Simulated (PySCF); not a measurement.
F4Se, SMILES F[Se+](F)(F)F, charge +1, multiplicity 2.

Geometry: PBE-D3(BJ)/def2-SVP.

Method: PBE-D3(BJ)/def2-SVP (PySCF).

Frequencies are harmonic and unscaled.

Task: List the normal modes with their intensities. (An estimate is asked for; the answer gives what the named calculation found.)

Result: 
```
mode  ν (cm⁻¹)  IR (km/mol)  moving atoms (share of kinetic energy)
----  --------  -----------  --------------------------------------
1          163          1.2                                  F 95 %
2          170          7.8                         F 77 %, Se 23 %
3          255          0.0                                 F 100 %
4          281         15.6                         F 75 %, Se 25 %
5          302         10.5                         F 88 %, Se 12 %
6          568         43.6                         F 65 %, Se 35 %
7          571          3.4                                  F 99 %
8          737         33.5                         F 82 %, Se 18 %
9          751         61.6                         F 76 %, Se 24 %
```
